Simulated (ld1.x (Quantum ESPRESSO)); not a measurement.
## Yb: variants of one TM semilocal potential

Base potential:

ld1.x (Quantum ESPRESSO) 7.5 input, shortened:

```
&input
   title='Yb', zed=70., rel=1, dft='PBE', iswitch=3,
   config='[Xe] 4f14 5d0 6s2 6p0'
 /
 &inputp
   pseudotype=1, tm=.true., lloc=1,
   nlcc=.true., new_core_ps=.true., rcore=0.60
 /
4
6S  1  0   2.00   0.00  3.30  3.30  0.0
5D  3  2   0.00   0.00  2.10  2.10  0.0
4F  4  3  14.00   0.00  1.15  1.15  0.0
6P  2  1   0.00   0.00  4.20  4.20  0.0
 &test
   configts(1)='4f14 5d0 6s2 6p0'
 /
```

Cutoffs, loose and tight: the cutoffs (Ry, on a coarse ladder) from which the occupation-weighted sum of valence levels, in a spherical-Bessel basis at the reference potential, stays within 10 and 1 mRy of its value at 400 Ry. They do not see the model core or the augmentation charge, which bear on the density cutoff. Test errors are all-electron minus pseudo excitation energies from the reference, over the configurations 4f14 5d0 6s1 6p0; 4f14 5d0 6s0 6p0; 4f13 5d0 6s0 6p0; 4f13 5d1 6s1 6p0; 4f14 5d1 6s1 6p0; 4f14 5d0 6s1 6p1; 4f12 5d0 6s0 6p0. A dash means not determined; rows that change the core or the reference have their own tests. The largest error is taken over the tests solved by every variant that gives reliable tests at all: 4f12 5d0 6s0 6p0; 4f13 5d0 6s0 6p0; 4f13 5d1 6s1 6p0; 4f14 5d0 6s1 6p0; 4f14 5d1 6s1 6p0.

Cutoffs are not given where the Bessel-basis levels miss the radial ones by over 6 mRy, ghosts where they miss by over 20 mRy; a channel whose overlap is not positive is not tested.

In the semilocal form every listed channel keeps its own potential, so the choice of the local channel does not act on these tests. It acts once the file is put into the separable form.

A semilocal file is local in each channel, so a ghost entry of none says nothing of the separable form that plane-wave codes build from it.

```tsv
change	outcome	cutoff, loose	cutoff, tight	bound ghosts	largest test error (meV)
base	generated	–	–	none	-5537
functional revPBE	generated	–	–	none	-5537
wave 6p (bound): rc 4.20 bohr becomes 6p (bound): rc 5.10 bohr	generated	–	–	none	-5536
core correction Bessel-smoothed model core inside 1.16 bohr	generated	–	–	none	-5504
form changed from semilocal to separable (Kleinman–Bylander), still TM; local potential the s channel	failed: run_pseudo: Errors in PS-KS equation	–	–	–	–
wave 5d (bound): rc 2.10 bohr becomes 5d (bound): rc 2.72 bohr	generated	–	–	none	-5537
wave 4f (bound): rc 1.15 bohr becomes 4f (bound): rc 1.42 bohr	generated	230 Ry	over 300 Ry	none	-5577
reference 4f13.5 5d0.5 6s2 6p0	generated	–	–	none	-317 over the solved tests; 1 of 7 tests not solved or not reliable
wave 6s (bound): rc 3.30 bohr becomes 6s (bound): rc 2.42 bohr	generated	–	–	none	-5776
core [Xe] 4f13, valence charge 3; reference 5d1 6s1 6p0; waves now 6p (bound): rc 3.65 bohr; 5d (bound): rc 2.90 bohr; 6s (bound): rc 2.35 bohr; local potential the s channel; core correction none	generated	18 Ry	25 Ry	none	+280
local potential the f channel	generated	–	–	none	-5536
```

(1) What comes out with this change to the base: all radii but the core radius scaled by about 1.03 (s 3.40, p 4.34, d 2.16, f 1.18 bohr)?

Results:

(1) outcome: generated; cutoff, loose: 300 Ry; cutoff, tight: over 300 Ry; bound ghosts: none; largest test error (meV): no test is counted, since the test run did not reproduce the reference configuration.
